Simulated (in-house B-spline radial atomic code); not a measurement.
A fraction x of an electron is added to 3p in neutral aluminium, starting from [Ne] 3s2 3p1 and keeping the highest spin. All numbers are computed (non-relativistic SCAN, spin-polarised, spherical fractional occupations; point nucleus) with a radial B-spline atomic code at the basis-set limit, not measured.

| x | E(x) - E(0) (eV) | 3p up level (eV) |
| --- | --- | --- |
| 0 | 0.0000 | -3.063 |
| 0.1 | -0.2798 | -2.535 |
| 0.2 | ? | ? |
| 0.3 | -0.6849 | -1.527 |
| 0.4 | ? | ? |
| 0.5 | -0.8958 | -0.598 |
| 0.6 | -0.9340 | -0.170 |

Question: What belongs in the row x = 0.2?

Answer: An energy change of -0.5075 eV; 3p up at -2.023 eV.

Question: What belongs in the row x = 0.4?

Answer: An energy change of -0.8136 eV; 3p up at -1.051 eV.

Question: Up to what added charge does this functional bind the extra electron?

Answer: The highest level rises by about 4.3 eV per electron near x = 0.6 and would reach zero near x = 0.64, so a whole extra electron isn't bound at the basis-set limit.
